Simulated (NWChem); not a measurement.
## Correlation energy of diiodomethane (CH2I2)

SMILES: ICI
```xyz
5

I      1.8391     0.0000     0.0908
C      0.0000     0.0000    -1.0490
I     -1.8391     0.0000     0.0908
H      0.0000     0.9046    -1.6634
H      0.0000    -0.9046    -1.6634
```
Charge 0, spin multiplicity 1.

Program: NWChem. The geometry was optimised at B3LYP/def2-SVP with def2 effective core potentials on I, a minimum by its harmonic frequencies.

Basis set: def2-SVP. Each correlation energy counts from its own Hartree-Fock reference.

Effective core potentials replace the inner electrons of I; spin-orbit coupling is left out. The correlated methods keep 9 core orbitals frozen. Coupled-cluster values serve here as a point of comparison, not as the truth.

Question: Order these methods by the correlation energy they give, lowest first: MP2, SCS-MP2, CR-CCSD[T], CCSD, CCSD+T(CCSD).

Answer: CCSD+T(CCSD) (-422.8 mHa), CR-CCSD[T] (-419.7 mHa), CCSD (-410.1 mHa), MP2 (-385.1 mHa), SCS-MP2 (-369.7 mHa)
